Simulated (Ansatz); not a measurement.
Ansatz (a quantum-chemistry and plane-wave program) input (SVWN5/def2-TZVP):

Ansatz 0.2 input:
```yaml
crystal:
  periodic: [false, false, false]
  atoms:
    - {symbol: C, position_ang: [-2.70778772, -0.65331949, -0.41539753]}
    - {symbol: C, position_ang: [-1.51786384, 0.02619302, 0.25576849]}
    - {symbol: C, position_ang: [-0.22219759, -0.14557627, -0.53232133]}
    - {symbol: C, position_ang: [0.98703306, 0.50905786, 0.11748509]}
    - {symbol: C, position_ang: [2.23678266, 0.40636272, -0.74563050]}
    - {symbol: O, position_ang: [1.18322608, -0.13906207, 1.38025596]}
    - {symbol: H, position_ang: [-2.53896246, -1.72815321, -0.51728319]}
    - {symbol: H, position_ang: [-3.62389518, -0.51484834, 0.16171872]}
    - {symbol: H, position_ang: [-2.88139227, -0.25097478, -1.41688892]}
    - {symbol: H, position_ang: [-1.37701651, -0.37489594, 1.26099599]}
    - {symbol: H, position_ang: [-1.72515330, 1.09499536, 0.37544002]}
    - {symbol: H, position_ang: [-0.34348373, 0.27515692, -1.53569584]}
    - {symbol: H, position_ang: [-0.00499949, -1.21142007, -0.66028572]}
    - {symbol: H, position_ang: [0.75794647, 1.57068965, 0.29089279]}
    - {symbol: H, position_ang: [3.09429360, 0.86933129, -0.25016683]}
    - {symbol: H, position_ang: [2.09298835, 0.91360591, -1.70194669]}
    - {symbol: H, position_ang: [2.47820626, -0.64063580, -0.93893946]}
    - {symbol: H, position_ang: [1.94986002, 0.25333868, 1.81068604]}
basis:
  gaussian:
    orbitals: def2-TZVP
hamiltonian:
  xc: {name: SVWN5}
relax: {f_tol: 0.003, max_steps: 100}
```

End of the output:

```
reference -7365.43566787 eV, -270.6747683226 hartree; 25, 25 occupied and 233, 233 virtual orbitals, 1579 factors
relax step   7: F+E_penalty+E_count = -7365.43562087 eV  Δ(F+E_penalty+E_count) = -1.095e-5 eV  max|allowed force component| = 1.651e-3 eV/Å  Δτ_max = 0.0020 Å  (32 SCF iters, accepted)
integrals: 0.20 GiB planned
1579 factors; their error is unknown
0.16 GiB of the device are held for the grids
1.47 GiB of device memory are held for the factors and their scratch space
mean field: 1.35 GiB planned
mean field -7365.43562087 eV, -270.6747665955 hartree, gradient 1.8e-5 eV, S^2 0.000000; 1 other end points of the search recorded, 0 dependent functions left out
the calculation of the forces begins
reference -7365.43566787 eV, -270.6747683226 hartree; 25, 25 occupied and 233, 233 virtual orbitals, 1579 factors
Total energy: -7365.43566787 eV, -270.6747683226 hartree
Atom 0 at    -2.673224    -0.654796    -0.402079 Å, force    -0.000097     0.000219     0.000358 eV/Å
Atom 1 at    -1.499531     0.028922     0.251245 Å, force    -0.000406     0.000060    -0.000618 eV/Å
Atom 2 at    -0.228242    -0.118227    -0.545384 Å, force     0.000672    -0.000217     0.000609 eV/Å
Atom 3 at     0.964840     0.520516     0.109592 Å, force    -0.001484    -0.000004     0.000090 eV/Å
Atom 4 at     2.210426     0.389666    -0.722565 Å, force     0.000610     0.000400     0.000350 eV/Å
Atom 5 at     1.123330    -0.113499     1.364273 Å, force     0.001651    -0.000202     0.000239 eV/Å
Atom 6 at    -2.485225    -1.735703    -0.519792 Å, force     0.000078    -0.000219     0.000202 eV/Å
Atom 7 at    -3.598438    -0.541138     0.184428 Å, force     0.000117     0.000030     0.000124 eV/Å
Atom 8 at    -2.864845    -0.246361    -1.409506 Å, force    -0.000364    -0.000001    -0.000001 eV/Å
Atom 9 at    -1.325397    -0.377353     1.262961 Å, force    -0.000737     0.000002     0.000006 eV/Å
Atom 10 at    -1.715411     1.105916     0.389355 Å, force     0.000275    -0.000195    -0.000062 eV/Å
Atom 11 at    -0.356670     0.318853    -1.553881 Å, force     0.000059     0.000503    -0.000554 eV/Å
Atom 12 at     0.000469    -1.192987    -0.692309 Å, force    -0.000112    -0.000162     0.000082 eV/Å
Atom 13 at     0.736913     1.601621     0.263301 Å, force    -0.000032     0.000265    -0.000299 eV/Å
Atom 14 at     3.078528     0.852312    -0.221718 Å, force     0.000541     0.000018     0.000073 eV/Å
Atom 15 at     2.090654     0.882539    -1.701445 Å, force    -0.000141    -0.000182     0.000681 eV/Å
Atom 16 at     2.436666    -0.676721    -0.891665 Å, force     0.000214    -0.000083     0.000093 eV/Å
Atom 17 at     1.942742     0.216287     1.773876 Å, force    -0.000846    -0.000233    -0.001375 eV/Å
Dipole moment:     0.229595     0.202049    -0.089271 e Å
```
